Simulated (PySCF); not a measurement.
PySCF input file for C3H4Cl2Ge, SMILES [Ge@@H]1([Cl])[CH2]C(Cl)=[CH]1, IEF-PCM-M06-2X/def2-SVP. Geometry: PBE-D3(BJ)/def2-SVP. The structure was generated by enumeration; whether it is a known compound was not checked.

```python
import numpy as np
from pyscf import gto, scf, dft
from pyscf.solvent import pcm

mol = gto.M(
    atom='''
    Cl    3.13483045    0.16598135   -0.30005048
    C     1.39287312    0.20668870   -0.21861030
    C     0.63701220    1.05736961    0.52648755
    Ge   -0.97519520    0.26958095   -0.22775962
    Cl   -2.23082873   -0.87815427    1.14251707
    C     0.54781060   -0.75602423   -1.02765069
    H     0.97223153    1.84166311    1.21724268
    H    -1.92998862    1.10390050   -1.11607697
    H     0.62410563   -1.80982966   -0.69248031
    H     0.70569351   -0.70358961   -2.12366938
    ''',
    basis='def2-SVP',
    charge=0,
    spin=0,
    max_memory=1600,
    verbose=3,
)
mf = dft.RKS(mol, xc='m06-2x').density_fit(auxbasis='def2-universal-jkfit')
mf.grids.level = 4
mf.conv_tol = 1e-9
mf.max_cycle = 100
mf.kernel()
res = {}
for name, eps in {'water': 78.355, 'ethylethanoate': 5.9867, 'acetonitrile': 35.688}.items():
    s = mf.PCM()
    s.with_solvent.method, s.with_solvent.eps, s.with_solvent.lebedev_order = 'IEF-PCM', eps, 29
    s.kernel(mf.make_rdm1())
    res[name] = (s.e_tot, eps, s.dip_moment(), s.mo_energy, s.converged)
    print(f'{name}: electrostatic solvation free energy {(s.e_tot - mf.e_tot) * 627.509474:.3f} kcal/mol')
```

It prints:

```
converged SCF energy = -3113.422521797

WARN: PCM is an experimental feature. It is still in testing.
Features and APIs may be changed in the future.

converged SCF energy = -3113.42735440394
Dipole moment(X, Y, Z, Debye): -0.21576,  1.08434, -1.81285
water: electrostatic solvation free energy -3.033 kcal/mol

WARN: PCM is an experimental feature. It is still in testing.
Features and APIs may be changed in the future.

converged SCF energy = -3113.42626098678
Dipole moment(X, Y, Z, Debye): -0.17769,  1.01691, -1.69551
ethylethanoate: electrostatic solvation free energy -2.346 kcal/mol

WARN: PCM is an experimental feature. It is still in testing.
Features and APIs may be changed in the future.

converged SCF energy = -3113.427237049
Dipole moment(X, Y, Z, Debye): -0.21143,  1.07684, -1.79973
acetonitrile: electrostatic solvation free energy -2.959 kcal/mol
```

The calculation finished and met its thresholds.
